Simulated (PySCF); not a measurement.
Cartesian coordinates in Å; atom numbers follow the order of the lines, from 1:
```xyz
12

P    -1.577   -0.864    0.994
Si   -0.136    0.049   -0.494
P     0.163    2.259   -0.129
C     1.553   -0.785   -0.271
Cl    2.132   -0.565    1.409
H    -1.704   -2.093    0.270
H    -2.712   -0.276    0.352
H    -0.547   -0.142   -1.922
H    -1.239    2.539   -0.096
H     0.264    2.087    1.285
H     2.300   -0.344   -0.948
H     1.505   -1.865   -0.473
```

Geometry: PBE0-D3(BJ)/def2-SVP; GIAO shifts from PySCF 2.14.0 with density-fitted response routines, gas phase, non-relativistic, averaged over equivalent atoms.

At PBE0/cc-pVDZ (121 basis functions, 12 s wall time on 1 thread of an Arm Neoverse V2, shared host):
| atoms | δ (ppm) |
| --- | --- |
| P1/P3 | -240.7 |
| Si2 | -8.5 |
| C4 | 33.8 |
| Cl5 | 18.4 |
| H8 | 5.15 |
| H11/H12 | 2.95 |
| H6/H7/H9/H10 | 1.56 |

δ = σ(ref) − σ, references computed at the same level: H3PO4 for ³¹P (σ = 389.39 ppm); TMS for ²⁹Si (σ = 418.61 ppm), ¹³C (σ = 196.75 ppm), ¹H (σ = 31.29 ppm); HCl for ³⁵Cl (σ = 960.53 ppm).

Question: What do these become at PBE0/pcSseg-2?

Answer: 
| atoms | δ at PBE0/pcSseg-2 | change |
| --- | --- | --- |
| P1/P3 | -281.4 | -40.7 |
| Si2 | -12.2 | -3.7 |
| C4 | 34.1 | +0.3 |
| Cl5 | 30.8 | +12.4 |
| H8 | 5.24 | +0.09 |
| H11/H12 | 3.13 | +0.18 |
| H6/H7/H9/H10 | 1.84 | +0.28 |

Shifts are taken against calculated references (same method and geometry level): ³¹P (σ = 296.57 ppm) against H3PO4; ²⁹Si (σ = 341.29 ppm) and ¹³C (σ = 184.13 ppm) and ¹H (σ = 31.25 ppm) against TMS; ³⁵Cl (σ = 940.85 ppm) against HCl.

The largest change is at P1/P3 (phosphorus bonded to Si, 2 H). Cost: 306 basis functions, 51 s wall time on 1 thread of an Arm Neoverse V2, shared host.

Carbons that carry Cl, above all several Cl atoms, come out too deshielded, partly because spin–orbit coupling is missing. Experimental scales use liquid or dissolved standards, which lie at an offset from isolated H3PO4.
